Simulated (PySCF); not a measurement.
# Computed records: AlB2FH3, AlB3H5, CH5AlBO, Al2BH3N and others

Computed with PySCF 2.14.0. Calculation on a computer-drawn molecule: the log of a Hartree-Fock and frozen-core CCSD(T) single point meant for a local Hartree-Fock minimum, with one planted fault or none, to be diagnosed. Offsets are logged minus clean, where the clean run is the same molecule without the fault. The reference is restricted for singlets and unrestricted otherwise, and also for a bond in bohr or an excited solution. Adding or removing an electron swaps singlet and doublet. The excited solution moves the top pair (singlet) or top alpha electron (doublet) to the lowest empty orbital. Highest occupied and lowest empty are orbital energies over both spins, largest force is the largest gradient component, triples share is (T) over the correlation energy, the T1 limit is 0.02 restricted and 0.045 unrestricted, electrons count all cores, a negative frequency is imaginary (commonest isotopes), and the dipole is about the centre of nuclear charge.

Common to all runs: meant charge 0; meant multiplicity 2; meant basis cc-pV(D+d)Z; logged SCF converged yes; possible faults no fault, one electron removed, one electron added, multiplicity raised by two, geometry at a saddle point, SCF held on an excited solution, minimal basis STO-3G, one bond length entered in bohr, all coordinates scaled.

```json
{"entry": 1, "formula": "AlB2FH3", "logged_structure": {"atoms_angstrom": [["B", -0.0322, 2.303, -1.1425], ["B", -0.4377, 1.2421, -0.0692], ["Al", 0.5471, 1.752, 1.7637], ["F", 1.5185, 3.106, 1.7491], ["H", 0.3551, 3.1686, -1.8485], ["H", -1.1552, 0.2893, -0.1551], ["H", 0.4793, 1.0091, 3.1522]]}, "given": {"logged_electrons": 35, "logged_basis_functions": 80, "logged_spin_squared": 0.7599, "logged_highest_occupied [eV]": -3.9905, "logged_lowest_empty [eV]": -2.7501, "logged_largest_force [hartree/bohr]": 0.055826, "logged_CC_converged": "no", "logged_dipole_magnitude [debye]": 5.6448, "logged_SCF_stable_within_its_kind": "no", "logged_energy_HF [hartree]": -392.30274, "drawn_bonds_atom": [1, 2, 3, 1, 2, 3], "drawn_bonds_other_atom": [2, 3, 4, 5, 6, 7], "drawn_bonds_order": [1, 1, 1, 1, 1, 1]}, "results": {"planted_fault": "SCF held on an excited solution", "HF_energy_offset_from_clean_run [kcal/mol]": 102.3}, "notes": ["CCSD not converged"]}
{"entry": 2, "formula": "AlB3H5", "logged_structure": {"atoms_angstrom": [["B", 2.8365, -0.5111, -2.0176], ["B", 1.889, -0.9328, -0.9952], ["B", 0.4579, -1.5631, -0.9337], ["Al", 2.7293, -0.5625, 0.8161], ["H", 3.6157, -0.1658, -2.7367], ["H", -0.4698, -0.9121, -0.8854], ["H", 0.3108, -2.687, -0.8915], ["H", 2.4921, 0.7384, 1.5076], ["H", 3.5601, -1.6008, 1.4934]]}, "given": {"logged_electrons": 33, "logged_basis_functions": 90, "logged_spin_squared": 0.7598, "logged_highest_occupied [eV]": -8.8686, "logged_lowest_empty [eV]": 0.63218, "logged_largest_force [hartree/bohr]": 0.039396, "logged_T1_diagnostic": 0.020805, "logged_D1_diagnostic": 0.06579, "logged_triples_share": 0.031963, "logged_CC_converged": "yes", "logged_dipole_magnitude [debye]": 1.0643, "logged_SCF_stable_within_its_kind": "yes", "logged_energy_HF [hartree]": -318.74774, "logged_energy_CCSD(T) [hartree]": -319.11025, "drawn_bonds_atom": [1, 2, 2, 1, 3, 3, 4, 4], "drawn_bonds_other_atom": [2, 3, 4, 5, 6, 7, 8, 9], "drawn_bonds_order": [1, 1, 1, 1, 1, 1, 1, 1]}, "results": {"planted_fault": "all coordinates scaled, by -5.7 %", "HF_energy_offset_from_clean_run [kcal/mol]": 14.74, "CCSD(T)_energy_offset_from_clean_run [kcal/mol]": 15.36}}
{"entry": 3, "formula": "CH5AlBO", "logged_structure": {"atoms_angstrom": [["B", -2.3773, -0.1186, -0.8156], ["C", -0.3855, 0.9231, 0.9983], ["Al", 1.2271, -0.2086, 0.8575], ["O", 2.0788, -0.1719, -0.5998], ["H", -2.5497, 0.1631, -1.9683], ["H", -0.657, 0.8616, 2.0567], ["H", -0.0375, 1.9341, 0.7438], ["H", 1.7577, -1.0749, 2.063], ["H", 2.8735, -0.6194, -0.8368]]}, "given": {"logged_electrons": 37, "logged_basis_functions": 90, "logged_spin_squared": 1.1915, "logged_highest_occupied [eV]": -9.5677, "logged_lowest_empty [eV]": 1.4678, "logged_largest_force [hartree/bohr]": 0.0441, "logged_T1_diagnostic": 0.041266, "logged_D1_diagnostic": 0.18078, "logged_triples_share": 0.023895, "logged_CC_converged": "yes", "logged_dipole_magnitude [debye]": 0.87509, "logged_SCF_stable_within_its_kind": "yes", "logged_energy_HF [hartree]": -382.11347, "logged_energy_CCSD(T) [hartree]": -382.61048, "drawn_bonds_atom": [1, 2, 3, 1, 2, 2, 3, 4], "drawn_bonds_other_atom": [2, 3, 4, 5, 6, 7, 8, 9], "drawn_bonds_order": [1, 1, 1, 1, 1, 1, 1, 1]}, "results": {"planted_fault": "one bond length entered in bohr, row 1 of the drawn bonds", "HF_energy_offset_from_clean_run [kcal/mol]": 83.94, "CCSD(T)_energy_offset_from_clean_run [kcal/mol]": 92.09}}
{"entry": 4, "formula": "CH5AlBO", "logged_structure": {"atoms_angstrom": [["B", -2.3773, -0.1186, -0.8156], ["C", -1.3233, 0.4326, 0.1443], ["Al", 0.2893, -0.699, 0.0035], ["O", 1.141, -0.6624, -1.4538], ["H", -2.5497, 0.1631, -1.9683], ["H", -1.5948, 0.3711, 1.2027], ["H", -0.9753, 1.4436, -0.1102], ["H", 0.8199, -1.5654, 1.209], ["H", 1.9357, -1.1098, -1.6908]]}, "given": {"logged_electrons": 37, "logged_basis_functions": 90, "logged_spin_squared": 0.7783, "logged_highest_occupied [eV]": -6.2274, "logged_lowest_empty [eV]": 0.54236, "logged_largest_force [hartree/bohr]": 0.046668, "logged_dipole_magnitude [debye]": 1.3489, "logged_SCF_stable_within_its_kind": "no", "logged_energy_HF [hartree]": -382.1734, "drawn_bonds_atom": [1, 2, 3, 1, 2, 2, 3, 4], "drawn_bonds_other_atom": [2, 3, 4, 5, 6, 7, 8, 9], "drawn_bonds_order": [1, 1, 1, 1, 1, 1, 1, 1]}, "results": {"planted_fault": "SCF held on an excited solution", "HF_energy_offset_from_clean_run [kcal/mol]": 46.34}, "notes": ["coupled-cluster numbers left out as unreliable"]}
{"entry": 5, "formula": "CH5AlBO", "logged_structure": {"atoms_angstrom": [["B", -2.3773, -0.1186, -0.8156], ["C", -1.3233, 0.4326, 0.1443], ["Al", 0.2893, -0.699, 0.0035], ["O", 1.141, -0.6624, -1.4538], ["H", -2.5497, 0.1631, -1.9683], ["H", -1.5948, 0.3711, 1.2027], ["H", -0.9753, 1.4436, -0.1102], ["H", 0.8199, -1.5654, 1.209], ["H", 1.9357, -1.1098, -1.6908]]}, "given": {"logged_electrons": 37, "logged_basis_functions": 90, "logged_spin_squared": 3.7638, "logged_highest_occupied [eV]": -5.7345, "logged_lowest_empty [eV]": -1.9155, "logged_largest_force [hartree/bohr]": 0.079198, "logged_T1_diagnostic": 0.033517, "logged_D1_diagnostic": 0.17812, "logged_triples_share": 0.026381, "logged_CC_converged": "yes", "logged_dipole_magnitude [debye]": 5.6701, "logged_SCF_stable_within_its_kind": "yes", "logged_energy_HF [hartree]": -382.06742, "logged_energy_CCSD(T) [hartree]": -382.56504, "drawn_bonds_atom": [1, 2, 3, 1, 2, 2, 3, 4], "drawn_bonds_other_atom": [2, 3, 4, 5, 6, 7, 8, 9], "drawn_bonds_order": [1, 1, 1, 1, 1, 1, 1, 1]}, "results": {"planted_fault": "multiplicity raised by two", "HF_energy_offset_from_clean_run [kcal/mol]": 112.8, "CCSD(T)_energy_offset_from_clean_run [kcal/mol]": 120.6}}
{"entry": 6, "formula": "Al2BH3N", "logged_structure": {"atoms_angstrom": [["B", -1.311, -0.3367, -3.122], ["N", -1.6212, 0.2528, -2.0654], ["Al", -2.0618, 1.1869, -0.6165], ["Al", -2.491, 0.3292, 1.8213], ["H", -1.0197, -0.8934, -4.1122], ["H", -1.3437, 0.4306, 2.9159], ["H", -5.2973, -0.1205, 2.7898]]}, "given": {"logged_electrons": 41, "logged_basis_functions": 89, "logged_spin_squared": 1.4642, "logged_highest_occupied [eV]": -7.0626, "logged_lowest_empty [eV]": 0.51644, "logged_largest_force [hartree/bohr]": 0.012858, "logged_T1_diagnostic": 0.048882, "logged_D1_diagnostic": 0.18043, "logged_triples_share": 0.040621, "logged_CC_converged": "yes", "logged_dipole_magnitude [debye]": 2.56, "logged_SCF_stable_within_its_kind": "yes", "logged_energy_HF [hartree]": -564.64684, "logged_energy_CCSD(T) [hartree]": -565.03312, "drawn_bonds_atom": [1, 2, 3, 1, 4, 4], "drawn_bonds_other_atom": [2, 3, 4, 5, 6, 7], "drawn_bonds_order": [1, 2, 1, 1, 1, 1]}, "results": {"planted_fault": "one bond length entered in bohr, row 6 of the drawn bonds", "HF_energy_offset_from_clean_run [kcal/mol]": 55.97, "CCSD(T)_energy_offset_from_clean_run [kcal/mol]": 61.44}, "notes": ["T1 above single-reference limit"]}
{"entry": 7, "formula": "AlB2H4O", "logged_structure": {"atoms_angstrom": [["B", 2.5525, -3.4109, -1.5701], ["O", 1.8652, -3.0548, -0.4999], ["Al", 1.1712, -2.629, 0.9987], ["B", 0.7483, -0.5595, 1.3642], ["H", 1.5958, -4.0103, -3.5607], ["H", 0.8897, -3.8252, 1.9884], ["H", 1.5475, 0.1811, 1.8749], ["H", -0.3072, -0.0571, 1.0794]]}, "given": {"logged_electrons": 35, "logged_basis_functions": 85, "logged_spin_squared": 0.8864, "logged_highest_occupied [eV]": -9.4744, "logged_lowest_empty [eV]": 0.84877, "logged_largest_force [hartree/bohr]": 0.039754, "logged_T1_diagnostic": 0.026306, "logged_D1_diagnostic": 0.10097, "logged_triples_share": 0.026783, "logged_CC_converged": "yes", "logged_dipole_magnitude [debye]": 3.646, "logged_SCF_stable_within_its_kind": "yes", "logged_energy_HF [hartree]": -368.40418, "logged_energy_CCSD(T) [hartree]": -368.84217, "drawn_bonds_atom": [1, 2, 3, 1, 3, 4, 4], "drawn_bonds_other_atom": [2, 3, 4, 5, 6, 7, 8], "drawn_bonds_order": [1, 1, 1, 1, 1, 1, 1]}, "results": {"planted_fault": "one bond length entered in bohr, row 4 of the drawn bonds", "HF_energy_offset_from_clean_run [kcal/mol]": 46.14, "CCSD(T)_energy_offset_from_clean_run [kcal/mol]": 46.54}}
{"entry": 8, "formula": "AlBH3O2", "logged_structure": {"atoms_angstrom": [["B", -1.0722, -1.6272, -1.0], ["O", -0.3822, -0.5135, -0.8098], ["Al", 0.5346, 0.7661, -0.201], ["O", -0.0393, 1.5169, 1.1865], ["H", -1.9989, -1.7187, -1.7727], ["H", 1.8366, 1.1998, -0.9467], ["H", 0.3124, 2.2426, 1.6728]]}, "given": {"logged_electrons": 37, "logged_basis_functions": 80, "logged_spin_squared": 0.7538, "logged_highest_occupied [eV]": -8.1771, "logged_lowest_empty [eV]": 2.2922, "logged_largest_force [hartree/bohr]": 6.8435e-06, "logged_lowest_frequency [cm^-1]": 79.274, "logged_T1_diagnostic": 0.017346, "logged_D1_diagnostic": 0.051465, "logged_triples_share": 0.022164, "logged_CC_converged": "yes", "logged_dipole_magnitude [debye]": 2.7166, "logged_SCF_stable_within_its_kind": "yes", "logged_energy_HF [hartree]": -418.1783, "logged_energy_CCSD(T) [hartree]": -418.70914, "drawn_bonds_atom": [1, 2, 3, 1, 3, 4], "drawn_bonds_other_atom": [2, 3, 4, 5, 6, 7], "drawn_bonds_order": [1, 1, 1, 1, 1, 1]}, "results": {"planted_fault": "no fault", "HF_energy_offset_from_clean_run [kcal/mol]": 0.0, "CCSD(T)_energy_offset_from_clean_run [kcal/mol]": 0.0}}
```
